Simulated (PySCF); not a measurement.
Unknowns

Rapidly exchanging positions averaged, no solvent model, single conformer, no relativistic terms. Structure optimised with GFN2-xTB; GIAO PBE0/pcSseg-1 shieldings; PySCF 2.14.0 with density-fitted response routines.

References, each an isolated molecule treated in the same way: ¹H (σref 31.72) and ¹³C (σref 186.93) vs TMS. Splittings of carbon signals by F and P are missing where no couplings were computed. Where no couplings were computed, multiplicities follow the n + 1 count of equivalent neighbours, and m marks all less simple cases (inequivalent or close neighbours, rings, F or P nearby). Shifts are as computed. Against solution values, carbons near 30 ppm lie about +3 ppm off and those near 130 ppm about +5 ppm. Of 1211 compounds with measured shifts, 218 miss one by over three times the rms of a fit or turn the order of signals round; such compounds aren't used in these exercises.

(1) C₈H₁₂. ¹H NMR (400 MHz, computed): δ 7.22 (m, 1H), 6.14 (m, 1H), 6.09 (m, 1H), 5.55 (m, 1H), 5.55 (m, 1H), 5.34 (m, 1H), 5.27 (m, 1H), 2.52 (q, 2H), 1.21 (t, 3H). ¹³C{¹H} NMR (computed): δ 158.5 (C), 141.4 (CH), 137.2 (CH), 135.7 (CH), 128.5 (CH2), 127.7 (CH2), 33.1 (CH2), 17.9 (CH3). Give a structure.

(2) C₅H₆F₂OSi. ¹H NMR (300 MHz, computed): δ 4.68 (m, 2H), 4.65 (m, 1H), 4.20 (s, 3H). ¹³C{¹H} NMR (computed): δ 174.0 (C), 153.5 (C), 150.4 (C), 87.2 (CH), 59.4 (CH3). What is it?

(3) C₈H₁₂. ¹H NMR (300 MHz, computed): δ 6.66 (m, 2H), 2.47 (m, 2H), 1.50 (m, 4H), 1.28 (m, 4H). ¹³C{¹H} NMR (computed): δ 143.1, 33.3, 28.5. Identify the compound.

## Answers

(1) `C(/C=C\C=C)(=C)CC`. The formula gives 3 degrees of unsaturation (no ring in the answer). 8 carbon signals for 8 carbons: no two carbons are equivalent. Carbon types of the structure: 1 × C, 3 × CH, 3 × CH2, 1 × CH3, which accounts for all hydrogens. δC 158.5: fully substituted alkene carbon; as expected for a trigonal carbon in a double bond. δC 141.4, 137.2, 135.7: alkene CH; the olefinic region. δC 128.5, 127.7: terminal =CH2 carbon; the olefinic region. δC 17.9: methyl carbon; saturated and bonded to C and H only.

The shifts were computed for this structure.

(2) SMILES FC1=C(OC)C(F)=C[SiH2]1. The formula gives 3 degrees of unsaturation (1 ring in the answer). 5 carbon signals for 5 carbons: no two carbons are equivalent. Carbon types of the structure: 3 × C, 1 × CH, 1 × CH3, leaving 2 H on heteroatoms. δC 174.0: fully substituted alkene carbon. δC 153.5: β carbon of an enol-ether or enamine type C=C. δC 150.4: alkene carbon bearing oxygen; an sp2 carbon further deshielded by the attached heteroatom. δC 87.2: alkene CH.

The data come from this structure; uniqueness wasn't tested.

(3) SMILES C1[C@H]2C=C[C@H](CC2)C1. Rings plus π bonds: 3 (2 rings in the answer). 3 carbon signals for 8 carbons: some carbons are equivalent by symmetry or fast rotation. Carbon types of the structure: 4 × CH, 4 × CH2, which accounts for all hydrogens. δC 143.1: alkene CH; the olefinic region. δC 33.3: allylic sp3 CH; a saturated carbon with 3 carbon neighbours and no heteroatom attached. δH 6.66: hydrogen on an alkene CH; a vinylic proton, deshielded by the sp2 carbon and the C=C anisotropy. δH 2.47: hydrogen on an allylic sp3 CH; allylic position.

The data come from this structure; uniqueness wasn't tested.
